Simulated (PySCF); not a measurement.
# Gas-phase XPS of `O[SiH2]C#C[SiH3]`, computed

Species: C₂H₆OSi₂.
Cartesian coordinates in Å at the PBE0-D3(BJ)/def2-SVP level; atoms count from 1:
```xyz
11
C2H6OSi2 angstrom
O     -2.8014    0.7067    0.8090
Si    -2.0114   -0.0529   -0.4381
C     -0.1909   -0.0419   -0.1665
C      1.0169   -0.0467    0.0391
Si     2.8297   -0.0437    0.3300
H     -2.6002    0.4057    1.6999
H     -2.3392    0.7140   -1.6652
H     -2.4218   -1.4810   -0.5795
H      3.1161    0.6151    1.6371
H      3.3302   -1.4483    0.3592
H      3.5051    0.7057   -0.7681
```

Method: delta-SCF UKS SCAN, pcX-2 on the ionised atom, pcseg-1 elsewhere, spin-free X2C (PySCF). Each binding energy is the total energy of the core-ionised species, with the hole localised on one atom, minus that of the ground state; both are solved self-consistently, so orbital relaxation is included.

**Question.** What binding energy does each computed site have?

**Answer.** 
```json
{"atom(s)": "Si5", "environment": "SiH3 silicon", "level": "Si 2p3/2", "binding energy (eV)": "107.30", "2p1/2 (eV)": "107.92", "above the level's lowest (eV)": "0.00", "count": "1"}
{"atom(s)": "Si2", "environment": "oxygen-bound silicon", "level": "Si 2p3/2", "binding energy (eV)": "107.69", "2p1/2 (eV)": "108.31", "above the level's lowest (eV)": "+0.39", "count": "1"}
{"atom(s)": "C3", "environment": "alkyne carbon", "level": "C 1s", "binding energy (eV)": "290.01", "2p1/2 (eV)": "–", "above the level's lowest (eV)": "0.00", "count": "1"}
{"atom(s)": "C4", "environment": "alkyne carbon", "level": "C 1s", "binding energy (eV)": "290.12", "2p1/2 (eV)": "–", "above the level's lowest (eV)": "+0.11", "count": "1"}
{"atom(s)": "O1", "environment": "silanol oxygen", "level": "O 1s", "binding energy (eV)": "538.68", "2p1/2 (eV)": "–", "above the level's lowest (eV)": "0.00", "count": "1"}
{"atom(s)": "Si5", "environment": "SiH3 silicon", "level": "Si 1s", "binding energy (eV)": "1847.13", "2p1/2 (eV)": "–", "above the level's lowest (eV)": "0.00", "count": "1"}
{"atom(s)": "Si2", "environment": "oxygen-bound silicon", "level": "Si 1s", "binding energy (eV)": "1847.66", "2p1/2 (eV)": "–", "above the level's lowest (eV)": "+0.53", "count": "1"}
```

The 2 C 1s values lie within 0.11 eV of each other; Gaussian lines of 0.5 eV full width would blend them into one maximum.

Lowest listed Si 1s: Si5, bonded to C and 3 H. Highest, 0.53 eV above it: Si2, bonded to O, C and 2 H.

The listed Si 2p3/2 values span 0.39 eV, from Si5 (bonded to C and 3 H) to Si2 (bonded to O, C and 2 H).

**Question.** Express the binding energy of Si 1s of Si2 in atomic units and per mole.

**Answer.** 1847.66 eV = 67.9003 Eh = 178272 kJ/mol.

The unrestricted hole states depart most from a pure doublet (⟨S²⟩ = 0.75; over 0.85 named) for C 1s of C3 (0.86) and C 1s of C4 (0.86), which makes these values less certain. For 2p shells one spin-free hole was relaxed; a mean-field spin–orbit operator and the ground-state splitting of the three 2p orbitals were then diagonalised within the shell. The shell's mean is (2 × 2p3/2 + 2p1/2)/3, and the degeneracies 2j + 1 give areas of 2:1. 2p1/2 minus 2p3/2 (ligand field included): Si 0.62 eV. One conformer (not necessarily the lowest) at the PBE0-D3(BJ)/def2-SVP geometry, without solvent, vibrations or thermal averaging.

Time: 75 s wall. Hardware: one thread, Arm Neoverse N1, shared host.
